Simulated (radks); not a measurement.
Results of a calculation; reference values are marked as such.
Task: The sulfur ion S8+ is in [He] 2s2 2p4. Code: a radial shooting solver on a logarithmic mesh with Libxc functionals. Model: scalar-relativistic Kohn-Sham, PBEsol, spin-polarised, spherical densities, finite nucleus; Fermi nuclear charge, rms radius of each element as measured or else 0.836 A^(1/3) + 0.57 fm. Open shells are filled with parallel spins first. One electron is removed from 2p, 1s, 2s in turn, with full relaxation. Which removal costs least, and what does each cost?

Result: 2p 378.03 eV; 2s 425.60 eV; 1s 2723.1 eV. The 2p electron leaves first.
